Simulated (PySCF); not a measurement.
C5H4F2, SMILES C=CC#CC(F)F. Atoms are numbered in the order given.

```xyz
11

C      3.4301    -0.4132     0.0000
C      2.4331     0.5026     0.0000
C      1.0474     0.1870     0.0000
C     -0.1584    -0.0434     0.0000
C     -1.5826    -0.3834     0.0000
F     -2.2033     0.1333     1.1072
F     -2.2033     0.1333    -1.1072
H      4.4833    -0.0954     0.0000
H      3.2181    -1.4933     0.0000
H      2.6837     1.5791     0.0000
H     -1.7438    -1.4873     0.0000
```
Charge 0, spin multiplicity 1.

Coordinates come from a PBE-D3(BJ)/def2-SVP optimisation. This is a generated structure with no PubChem entry under its InChIKey; it may be hypothetical.

The numbers are results of PBE-D3(BJ)/def2-SVP run with PySCF, not measurements.

Frequencies are harmonic and unscaled.

A small imaginary wavenumber (i) marks a very flat motion, where grid noise or a shallow saddle decides the sign.

Computed harmonic wavenumbers and intensities:
| mode | ν (cm⁻¹) | IR (km/mol) | moving atoms (share of kinetic energy) |
|---|---|---|---|
| 1 | 2i | 0.3 | C 49 %, H 32 %, F 19 % |
| 2 | 101 | 0.9 | F 46 %, C 39 %, H 14 % |
| 3 | 104 | 1.4 | C 71 %, H 16 %, F 13 % |
| 4 | 221 | 1.4 | C 66 %, F 22 %, H 12 % |
| 5 | 301 | 2.7 | C 56 %, H 26 %, F 18 % |
| 6 | 425 | 6.1 | C 50 %, F 46 % |
| 7 | 521 | 0.4 | C 66 %, F 28 % |
| 8 | 522 | 6.6 | C 70 %, H 17 %, F 13 % |
| 9 | 594 | 5.2 | F 56 %, C 34 %, H 9 % |
| 10 | 681 | 7.9 | C 57 %, H 43 % |
| 11 | 808 | 49.3 | C 75 %, H 21 % |
| 12 | 910 | 32.4 | H 72 %, C 28 % |
| 13 | 964 | 15.0 | H 91 %, C 9 % |
| 14 | 996 | 10.7 | H 51 %, C 44 % |
| 15 | 1060 | 209.6 | C 60 %, F 33 % |
| 16 | 1070 | 141.7 | C 54 %, F 29 %, H 17 % |
| 17 | 1169 | 80.1 | C 56 %, H 41 % |
| 18 | 1255 | 3.6 | H 73 %, C 27 % |
| 19 | 1314 | 15.8 | H 86 %, C 12 % |
| 20 | 1335 | 186.5 | H 66 %, C 33 % |
| 21 | 1382 | 22.3 | H 74 %, C 26 % |
| 22 | 1630 | 11.2 | C 88 %, H 12 % |
| 23 | 2272 | 60.3 | C 100 % |
| 24 | 2962 | 38.2 | H 92 % |
| 25 | 3075 | 3.0 | H 92 % |
| 26 | 3089 | 1.0 | H 94 % |
| 27 | 3195 | 1.7 | H 89 %, C 11 % |
